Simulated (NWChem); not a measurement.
CH₇GeN; SMILES C[NH][GeH3]

```xyz
10

Ge     0.0322     0.7508    -0.0064
N     -0.5888    -0.9733    -0.0893
C      0.3198    -2.0903     0.0178
H     -1.1885     1.6702    -0.1787
H      0.7520     1.1028     1.3221
H      1.0339     0.9298    -1.1615
H     -1.4536    -1.1222     0.4214
H     -0.1737    -3.0256    -0.2967
H      0.7397    -2.2638     1.0307
H      1.1751    -1.9452    -0.6629
```
Atoms are numbered in this order, from 1.

Coordinates come from a PBE0/def2-SVP optimisation.

Question: Give the principal values of the shielding tensors (ppm) of Ge1, N2, C3 from B3LYP/6-31G* (spherical d), GIAO (NWChem), with their diamagnetic and paramagnetic parts as GIAO splits them.

Answer: 
```csv
atom,σ11,σ22,σ33,isotropic,diamagnetic,paramagnetic
Ge1,1503.0,1565.2,1782.4,1616.8,2760.2,-1143.3
N2,219.0,246.2,291.6,252.3,313.8,-61.5
C3,133.4,144.0,189.6,155.7,247.8,-92.1
```
